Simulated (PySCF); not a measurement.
Two-component Hartree-Fock for Sc¹⁴⁺ (scandium, charge +14)

Start: [He] 2s2 2p3; 2p1/2 filled at m_j = -1/2, +1/2; 2p3/2 filled at m_j = +3/2. Calculated with PySCF 2.14 in an uncontracted even-tempered set (18 s from 2.6 bohr⁻², ratio 2.4; 11 p from 3.4 bohr⁻², ratio 2.4; 5 d from 14 bohr⁻², ratio 2.6; 5 f from 22 bohr⁻², ratio 2.6): generalised Hartree-Fock with the X2C-1e Hamiltonian and a Gaussian nucleus; one run each with spin-orbit coupling (SO) switched off, then screened by Boettger's factors.

```
spinor shell  electrons  ε, spin-free (eV)  ε, screened SO (eV)  weight of nominal j (screened SO)  rms radius, screened SO (bohr)
       1s1/2          2            -5122.1              -5121.9                              1.000                          0.0839
       2s1/2          2            -985.64              -985.60                              1.000                           0.347
       2p1/2          2            -932.20              -933.24                              0.595                           0.307
       2p3/2          1            -932.20              -930.11                              1.000                           0.308
```

```csv
quantity,spin-free,screened SO
E (hartree),-633.54575,-633.56712
M_J,3/2,3/2
⟨J²⟩,3.750,3.751
⟨L²⟩,0.000,0.042
⟨S²⟩,3.750,3.689
```

Each row is a mean over spinors that exchange with the open shell spreads, by up to 46.623 eV (2s1/2).

Rows whose weight is well below 1 are mixtures of j = l ± 1/2: exchange outweighs spin-orbit coupling there, and the label is only the starting occupation.

Without spin-orbit coupling the j labels of p, d and f shells carry no meaning; the spin-free column gives the mean over the occupied spinors of each nl shell.
